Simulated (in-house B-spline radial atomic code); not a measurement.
Orbital energies and mean radii along the 40-electron series, configuration [Kr] 4d4. The effective charge is n√(-2ε), a non-relativistic measure. Computed with a radial B-spline atomic code at the basis-set limit: non-relativistic Hartree-Fock, average of the configuration, point nuclei.

This level leaves out relativity, spin-orbit splitting included, which matters for heavy ions.

```csv
ion,Z,energy of 3s (Eh),mean radius of 3s (bohr),energy of 4s (Eh),mean radius of 4s (bohr),effective charge of 3s
Nb+,41,-17.501,0.45167,-2.7894,1.197,17.749
Mo2+,42,-19.314,0.43761,-3.4741,1.1384,18.645
Tc3+,43,-21.282,0.42436,-4.2617,1.084,19.572
Ru4+,44,-23.39,0.41186,-5.1356,1.034,20.519
Rh5+,45,-25.629,0.40005,-6.088,0.98832,21.479
Pd6+,46,?,?,?,?,?
Ag7+,47,-30.485,0.37829,-8.2126,0.90809,23.425
Cd8+,48,-33.097,0.36824,-9.3804,0.87278,24.408
In9+,49,-35.828,0.3587,-10.617,0.84021,25.395
Sn10+,50,?,?,?,?,?
Sb11+,51,-41.645,0.34098,-13.291,0.78211,27.379
Te12+,52,-44.729,0.33275,-14.728,0.75608,28.375
I13+,53,?,?,?,?,?
Xe14+,54,-51.245,0.31739,-17.798,0.70908,30.371
Cs15+,55,-54.676,0.31022,-19.43,0.68779,31.372
Ba16+,56,-58.222,0.30336,-21.128,0.66778,32.373
La17+,57,-61.882,0.29679,-22.889,0.64895,33.375
Ce18+,58,-65.656,0.29049,-24.716,0.63118,34.378
Pr19+,59,-69.544,0.28445,-26.606,0.61439,35.381
Nd20+,60,-73.546,0.27866,-28.56,0.5985,36.384
```

Q: Fill in the row of Pd6+.

A: energy of 3s (Eh): -27.996; mean radius of 3s (bohr): 0.38888; energy of 4s (Eh): -7.1145; mean radius of 4s (bohr): 0.94647; effective charge of 3s: 22.448.

Q: Fill in the row of Sn10+.

A: energy of 3s (Eh): -38.677; mean radius of 3s (bohr): 0.34962; energy of 4s (Eh): -11.92; mean radius of 4s (bohr): 0.81007; effective charge of 3s: 26.385.

Q: Fill in the row of I13+.

A: energy of 3s (Eh): -47.929; mean radius of 3s (bohr): 0.32489; energy of 4s (Eh): -16.23; mean radius of 4s (bohr): 0.7318; effective charge of 3s: 29.372.

Q: How does the screening of 3s change?

A: Z less the effective charge goes from 23.25 at Z = 41 to 23.62 at Z = 60.
